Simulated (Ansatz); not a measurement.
Consider the ligand exchange at the Si–C bond: `C[SiH2]C(C)S` + `S[SiH](Cl)Cl` → `C[SiH2]S[SiH](Cl)Cl` + `CCS`.

Computed with Ansatz on PBE0-D4/def2-TZVP structures; ΔE is electronic, products minus reactants. CCSD(T)/CBS adds triple-zeta CCSD(T) − MP2 to the extrapolated MP2 energy (def2 sets, frozen cores). Functionals use def2-TZVPP. One conformer a species, not always the lowest.

Problem. Is it downhill or uphill in electronic energy at CCSD(T)/CBS, and by how much? (An estimate is asked.)

Solution. The calculation gave: Downhill: ΔE = -79.2 kJ/mol.

Problem. What do these levels give: PBE0-D4, ωB97X-V, B2PLYP, r2SCAN, PBE0, HF/def2-TZVPP, CCSD/def2-TZVPP, CCSD(T)/def2-TZVPP, HF/def2-QZVPP, SCS-MP2/def2-QZVPP, MP2/CBS(def2), CCSD/CBS(def2)? (Best estimate.)

Solution. Ansatz gave: PBE0-D4 -82.7, ωB97X-V -79.7, B2PLYP -79.0, r2SCAN -81.3, PBE0 -80.3, HF/def2-TZVPP -82.4, CCSD/def2-TZVPP -75.8, CCSD(T)/def2-TZVPP -76.1, HF/def2-QZVPP -82.3, SCS-MP2/def2-QZVPP -80.5, MP2/CBS(def2) -83.4, CCSD/CBS(def2) -78.9 kJ/mol.

Largest T1 diagnostic among the species: 0.010.

The D4 term adds −3.9 kJ/mol with B3LYP and −2.4 kJ/mol with PBE0; it sums over pairs of atoms, weighted by their polarisabilities, and B3LYP, whose exchange is more repulsive, gets the larger term.

B3LYP here is the variant with VWN-RPA as its local correlation; programs differ in this.
